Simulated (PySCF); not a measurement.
arsenic trifluoride cation (AsF3), SMILES F[As](F)F (connectivity only; charge and spin as stated), charge +1, multiplicity 2. Atoms are numbered in the order given.

```xyz
4

F      1.3435    -0.7757    -0.3455
As     0.0000     0.0000     0.2827
F      0.0000     1.5514    -0.3455
F     -1.3435    -0.7757    -0.3455
```
Charge +1, spin multiplicity 2.

Geometry optimised at PBE0-D3(BJ)/def2-SVP. The spin state was assumed, not searched.

Computed with PySCF with PBE/def2-TZVPD.

Mulliken values depend strongly on the basis, most of all with diffuse functions as here. ESP charges are fitted to the potential on shells at 1.4 to 2.0 van der Waals radii. Atomic charges (e):

```tsv
atom	meta-Löwdin	ESP fit	Mulliken spin
F1	-0.29	___	0.15
As2	1.86	___	0.56
F3	-0.29	___	0.15
F4	-0.29	___	0.15
```

Question: Some entries are withheld; supply them. (An estimate is asked for; the answer gives what the named calculation found.)

Answer: 
- F1, ESP fit: -0.06
- As2, ESP fit: 1.16
- F3, ESP fit: -0.05
- F4, ESP fit: -0.06
